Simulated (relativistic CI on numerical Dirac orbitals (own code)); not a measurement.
Pt74+: computed level list

These numbers are calculated, not measured: Dirac-Coulomb-Breit CI, KLI orbitals optimised for each configuration, QED by a radiative potential, unscaled Slater integrals (own radial code, finite nucleus).

Configurations in the expansion (outside the closed core 1s2): 2s2, 2s 2p, 2p2, 2p 3s, 2p 3p, 2s 3s, 2s 3p, 2s 3d, 2s 4s, 2s 4p, 2s 4d, 2s 4f, 2s 5s, 3s2, 2s 5p, 2s 5d, 2s 5f, 2s 5g, 3s 3p, 3p2. Levels of other configurations are missing.

```csv
No.,Configuration,Term,J,E (eV),%,Landé g,Lifetime (s)
1,2s2,1S,0,0.0,98,,
2,2s 2p,3P°,0,190.4,100,,
3,2s 2p,3P°,1,226.2,70,1.291,1.58e-10
4,2p2,3P,0,532.5,67,,1.14e-11
5,2s 2p,3P°,2,2075.2,100,1.455,3.37e-11
6,2s 2p,1P°,1,2172.8,70,1.114,5.02e-14
7,2p2,3P,1,2370.1,100,1.463,6.60e-14
8,2p2,1D,2,2388.2,66,1.127,7.10e-14
9,2p2,3P,2,4269.0,66,1.287,3.47e-14
10,2p2,1S,0,4342.7,68,,3.11e-14
11,2s 3s,3S,1,12421.7,100,1.960,2.30e-15
12,2s 3s,1S,0,12459.3,99,,2.99e-15
13,2s 3p,3P°,1,12510.0,66,1.294,1.62e-15
14,2s 3p,3P°,0,12510.2,100,,2.11e-13
15,2p 3s,3P°,0,12656.3,100,,3.22e-15
16,2p 3s,3P°,1,12658.8,66,1.296,2.70e-15
17,2p 3p,3D,1,12709.4,74,0.625,9.68e-16
18,2p 3p,3P,0,12769.5,67,,1.01e-15
19,2s 3p,3P°,2,13067.5,100,1.473,1.38e-13
20,2s 3p,1P°,1,13075.6,67,1.156,1.20e-15
21,2s 3d,3D,1,13103.1,100,0.492,4.41e-16
22,2s 3d,3D,2,13108.7,68,1.085,4.10e-16
23,2s 3d,3D,3,13251.7,100,1.310,4.74e-16
24,2s 3d,1D,2,13263.9,56,1.059,5.74e-16
25,2p 3p,3P,1,13292.0,49,1.489,1.70e-15
26,2p 3p,3D,2,13299.1,42,1.124,1.12e-15
27,2p 3s,3P°,2,14563.5,100,1.463,3.76e-15
28,2p 3s,1P°,1,14574.3,67,1.119,2.12e-15
29,2p 3p,3P,1,14640.9,51,1.447,1.07e-15
30,2p 3p,3D,2,14642.1,48,1.133,1.06e-15
```

Energies count from the lowest computed level; ° marks odd parity; lifetimes are radiative, by E1, M1, E2, M2 decay to levels of this space only; some are left blank where a channel outside the calculation adds to the decay or the decay crosses a small, uncertain gap.

The mean weight of the leading LS term, summed over parents, in these 30 levels is 77 %, and that of the leading jj configuration (from the same eigenvectors) 98 %, so jj coupling describes them better and the LS labels are nominal.

At this charge energies of transitions that change n are usually good to better than 1 %, and those within a shell (Δn = 0) to a few per cent.

LS names give the leading component of a level, which can be under half, so a name can repeat, a term be missing and a line seem to break the LS rules.
